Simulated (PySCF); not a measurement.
C₂HF₃O₂, SMILES O=C(O)C(F)(F)F (connectivity only; charge and spin as stated), charge -1, multiplicity 2. Geometry optimised at PBE-D3(BJ)/def2-SVPD. The spin state was assumed, not searched. The values are those of a single conformer.

Level of theory: PBE-D3(BJ)/def2-SVPD (PySCF).

Harmonic wavenumbers (cm⁻¹): 91, 154, 230, 252, 336, 361, 385, 472, 523, 527, 598, 746, 991, 1076, 1181, 1323, 1648, 3683. Rotational constants (GHz): 3.582, 2.255, 1.906; symmetry number 1.

Work out the zero-point energy and the ideal-gas rigid-rotor harmonic-oscillator thermochemistry at 298.15 K and 1 atm.

ZPE = ½ Σ hcν = ½ × 14578 cm⁻¹ = 87.20 kJ/mol. H − E(el) = 108.79 kJ/mol. Entropy in J/(mol K): translation 167.82, rotation 114.80, vibration 67.33, spin 5.76, total 355.71. G − E(el) = 2.74 kJ/mol. Cp = 111.23 J/(mol K). Modes under 150 cm⁻¹ make the vibrational entropy uncertain.
